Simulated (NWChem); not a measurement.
Species: CH3ClO2Si; SMILES O=C[Si@@H](O)Cl

```xyz
8

O     -0.6893     2.4449    -0.2430
C     -0.1395     1.6018     0.4392
Si     0.4213    -0.0608    -0.3399
O      1.9175    -0.3656     0.2899
Cl    -0.9521    -1.5236     0.2171
H      0.0348     1.7836     1.5265
H      0.3962     0.0094    -1.8168
H      2.3930    -1.1610     0.0098
```
Atoms are numbered in this order, from 1.

Computed with NWChem. Pople sets run with spherical d functions. All runs use the structure optimised with B3LYP/6-31G* (spherical d). Level: B3LYP/6-31G* with SMD (1 M gas to 1 M solution), gas-phase geometry. Reactions with the solvent are ignored.

For solvent water:

cavity-dispersion-structure term (kcal/mol): 4.2
dipole in solution (D): 3.59

How do the values read with solvent toluene instead?

The cavity-dispersion-structure term (kcal/mol) is -1.8 and the dipole in solution (D) comes out as 3.05.
